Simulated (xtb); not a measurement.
C$_{6}$H$_{15}$O (SMILES CC(C)CC(C)[OH2+]), charge +1, singlet, from a rough starting geometry; xtb with GFN2-xTB.

Here is a job for xtb.
```
$ xtb mol.xyz --gfn 2 --chrg 1 --opt vtight --json

# file mol.xyz
22

C      1.70901043    -0.94029873    -0.85857951
C      1.27796659    -0.21258065     0.43770174
C      1.68845342     1.26821570     0.26520703
C     -0.16663111    -0.45565131     0.93513237
C     -1.20434639    -0.31193461    -0.12167529
C     -1.56003247     0.99355377    -0.68092073
O     -2.46687788    -0.75684998     0.52317889
H      1.42343199    -2.01470584    -0.76094674
H      1.09966942    -0.49484934    -1.62556543
H      2.73285905    -0.86746508    -0.96628387
H      1.95814463    -0.62665111     1.25486672
H      1.19000347     1.73227570    -0.45573396
H      2.78222062     1.34978311     0.25644495
H      1.37936818     1.83510813     1.19462458
H     -0.32401422     0.27494540     1.72149135
H     -0.16122094    -1.42705405     1.30228063
H     -0.97139368    -1.09961489    -0.87569983
H     -1.63400440     1.80165354     0.10032720
H     -0.70209971     1.28921509    -1.38310307
H     -2.41068438     1.05427906    -1.29386434
H     -3.28218831    -0.77459380    -0.04717377
H     -2.37109328    -1.71848921     0.99732266
```

### Question
Write the output that xtb gives for this input, abridged.

### Answer

```
   ID    Z sym.   atoms
    1    6 C      1-6
    2    8 O      7
    3    1 H      8-22

           -------------------------------------------------
          |                Calculation Setup                |
           -------------------------------------------------

           -------------------------------------------------
          |                 G F N 2 - x T B                 |
           -------------------------------------------------

          ...................................................
          :                      SETUP                      :
          :.................................................:
          :  # basis functions                  43          :
          :  # atomic orbitals                  43          :
          :  # shells                           29          :
          :  # electrons                        44          :
          :  max. iterations                   250          :
          :  Hamiltonian                  GFN2-xTB          :
          :  restarted?                      false          :
          :  GBSA solvation                  false          :
          :  PC potential                    false          :
          :  electronic temp.          300.0000000     K    :
          :  accuracy                    1.0000000          :
          :  -> integral cutoff          0.2500000E+02      :
          :  -> integral neglect         0.1000000E-07      :
          :  -> SCF convergence          0.1000000E-05 Eh   :
          :  -> wf. convergence          0.1000000E-03 e    :
          :  Broyden damping             0.4000000          :
          :  net charge                          1          :
          :  unpaired electrons                  0          :
          ...................................................

 iter      E             dE          RMSdq      gap      omega  full diag
   1    -24.3566435 -0.243566E+02  0.285E+00    8.99       0.0  T
   2    -24.3954159 -0.387724E-01  0.185E+00    7.28       1.0  T
   3    -24.3990664 -0.365051E-02  0.790E-01    6.19       1.0  T
   4    -24.3999667 -0.900247E-03  0.195E-01    5.58       1.0  T
   5    -24.4000905 -0.123832E-03  0.748E-02    5.72       1.0  T
   6    -24.4000968 -0.623634E-05  0.203E-02    5.77       1.0  T
   7    -24.4000986 -0.184619E-05  0.605E-03    5.77       3.5  T
   8    -24.4000987 -0.124905E-06  0.230E-03    5.77       9.3  T
   9    -24.4000987 -0.142366E-07  0.589E-04    5.77      36.2  T
[...]
 * total energy  :   -24.1104237 Eh     change       -0.1511979E-04 Eh
 * total energy  :   -24.1104377 Eh     change       -0.1403888E-04 Eh
 * total energy  :   -24.1104470 Eh     change       -0.9249397E-05 Eh
 * total energy  :   -24.1104512 Eh     change       -0.4282227E-05 Eh
 * total energy  :   -24.1104535 Eh     change       -0.2234618E-05 Eh
 * total energy  :   -24.1104547 Eh     change       -0.1202962E-05 Eh
 * total energy  :   -24.1104553 Eh     change       -0.5934072E-06 Eh
 * total energy  :   -24.1104557 Eh     change       -0.3811560E-06 Eh
 * total energy  :   -24.1104559 Eh     change       -0.2018674E-06 Eh
 * total energy  :   -24.1104558 Eh     change        0.3888773E-07 Eh
 * total energy  :   -24.1104560 Eh     change       -0.1434638E-06 Eh
 * total energy  :   -24.1104560 Eh     change       -0.4698480E-07 Eh
   *** GEOMETRY OPTIMIZATION CONVERGED AFTER 94 ITERATIONS ***
         :: total energy             -24.110456013720 Eh    ::
[...]
     1   6 C    3.992 --     2 C    1.007    10 H    0.972     8 H    0.970
                             9 H    0.957
     2   6 C    3.990 --     3 C    1.011     1 C    1.007     4 C    0.991
                            11 H    0.964
     3   6 C    3.991 --     2 C    1.011    14 H    0.984    12 H    0.982
                            13 H    0.982
     4   6 C    3.977 --     5 C    1.003     2 C    0.991    16 H    0.965
                            15 H    0.956
     5   6 C    3.827 --     6 C    1.022     4 C    1.003    17 H    0.959
                             7 O    0.801
     6   6 C    3.975 --     5 C    1.022    18 H    0.978    20 H    0.977
                            19 H    0.966
     7   8 O    2.478 --    21 H    0.838     5 C    0.801    22 H    0.758
     8   1 H    0.997 --     1 C    0.970
     9   1 H    0.999 --     1 C    0.957
    10   1 H    0.992 --     1 C    0.972
    11   1 H    0.995 --     2 C    0.964
    12   1 H    0.999 --     3 C    0.982
    13   1 H    0.996 --     3 C    0.982
    14   1 H    0.997 --     3 C    0.984
    15   1 H    0.991 --     4 C    0.956
    16   1 H    0.994 --     4 C    0.965
    17   1 H    0.993 --     5 C    0.959
    18   1 H    0.992 --     6 C    0.978
    19   1 H    0.990 --     6 C    0.966
    20   1 H    0.994 --     6 C    0.977
    21   1 H    0.857 --     7 O    0.838
    22   1 H    0.844 --     7 O    0.758
 ---------------------------------------------------------------------------

Topologies differ in total number of bonds
Writing topology from bond orders to xtbtopo.mol

molecular dipole:
                 x           y           z       tot (Debye)
 q only:       -1.629      -0.909      -0.907
   full:       -1.623      -1.055      -1.230       5.829
molecular quadrupole (traceless):
                xx          xy          yy          xz          yz          zz
 q only:        5.138       0.879      -1.487       4.694       4.947      -3.651
  q+dip:        4.362       1.099      -2.310       6.021       4.963      -2.052
   full:        4.350       1.071      -1.832       6.021       5.429      -2.518

optimized geometry written to: xtbopt.xyz

           -------------------------------------------------
          | TOTAL ENERGY              -24.110456013720 Eh   |
          | GRADIENT NORM               0.000038123983 Eh/α |
          | HOMO-LUMO GAP               7.570251323884 eV   |
           -------------------------------------------------
```
